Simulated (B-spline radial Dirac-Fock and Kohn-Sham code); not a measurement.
Model: Dirac-Fock energy differences between relaxed states, corrected for Breit and QED terms. Program: an atomic code on a B-spline grid. Correlation and solid-state effects are left out.

**Question.** Identify the element and charge state from the binding energies below (tabulated ground configuration; the least bound level is included).

```csv
level,binding energy (eV)
1s,54286.2
2s,12940.4
2p,12273.3
```

**Answer.** Eu⁵⁷⁺: Z = 63 with 6 electrons, [He] 2s2 2p2. The hydrogen-like estimate √(E/Ry) = 63.2 for the K level lies 0.2 above Z (screening lowers it, relativity raises it); the outermost level, at 12273.3 eV, fixes the charge.

**Question.** Identify the element and charge state from the binding energies below (tabulated ground configuration; the least bound level is included).

```tsv
level	binding energy (eV)
2p1/2	7448.9
2p3/2	6853.2
3p3/2	1559.3
3d5/2	1217.9
4s	490.0
5p	130.8
4f	129.4
```

**Answer.** Sm⁸⁺: Z = 62 with 54 electrons, [Kr] 4d10 4f4 5s2 5p2.

Values without a named source are computed, but for edge energies of neutral atoms, which are taken from tables.
